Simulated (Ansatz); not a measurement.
Molecule: sum formula AlN₃H₆, charge 0, multiplicity 1. SMILES: [NH2][Al]([NH2])[NH2]
Structure (B3LYP-D3(BJ)/def2-TZVP (Ansatz, a quantum-chemistry and plane-wave program) minimum search):
```
Al
N 1 1.7743
H 2 1.0069 1 124.98
H 2 1.0069 3 110.03 1 180.00
N 1 1.7743 2 120.00 3 -166.93
H 5 1.0069 1 124.98 2 -166.93
H 5 1.0069 6 110.03 1 -180.00
N 1 1.7743 2 120.00 3 13.07
H 8 1.0069 1 124.98 2 13.07
H 8 1.0069 9 110.03 1 180.00
```

Wanted: vertical triplet-singlet gap (E(triplet) - E(singlet); each state is the SCF solution reached for its spin; the molecule has degenerate orbitals, so one determinant may break the symmetry), in eV. Cores are frozen in the correlated levels unless marked. UHF or UKS for open shells. No spin-orbit coupling. No relativistic terms. Basis-set limits of correlation are two-point, X^-3; Hartree-Fock from the larger set. [CCSD(T)-MP2]/basis is that difference in the basis named.

RI-MP2/CBS(aug-cc-pV(T+d)Z,aug-cc-pV(Q+d)Z)+[CCSD(T)-MP2]/aug-cc-pV(T+d)Z (Ansatz) gives 5.49 eV.

Task: Another calculation gave 4.47 eV. Which level was it?
A. PBE/def2-TZVPD (Ansatz)
B. B3LYP/def2-TZVPD (Ansatz)
C. CAM-B3LYP/def2-TZVPD (Ansatz)
D. wB97M-V/def2-TZVPD (Ansatz)

Result: A, PBE/def2-TZVPD (Ansatz). The others give 5.39 (CAM-B3LYP), 4.95 (B3LYP), 5.56 (wB97M-V) eV.
